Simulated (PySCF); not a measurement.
Ligands exchanged one at a time, Al Cl-OH. Isolated molecules, 0 K electronic values unless said otherwise. One relaxed conformer stands for each flexible species; it need not be the lowest. Strings in code marks are SMILES.

Quantity: vertical ionisation energy (energy after one electron is removed minus that of the parent at the parent's geometry), in eV.

Case: `[OH][Al]([OH])[OH]`. Geometry of `[OH][Al]([OH])[OH]` (neutral, multiplicity 1, Å):

```xyz
7

O      1.4115    -0.9200    -0.1634
Al     0.0000     0.0000     0.0000
O     -1.5080    -0.7669     0.0593
O      0.0964     1.6868     0.1042
H      2.2858    -0.5299    -0.2014
H     -1.6111    -1.7178     0.0041
H     -0.6747     2.2477     0.1973
```

Problem. Estimate the vertical ionisation energy (energy after one electron is removed minus that of the parent at the parent's geometry) that M06-2X/def2-TZVP // B3LYP-D3(BJ)/def2-TZVP (PySCF) returns for this input.

Solution. 12.03 eV.
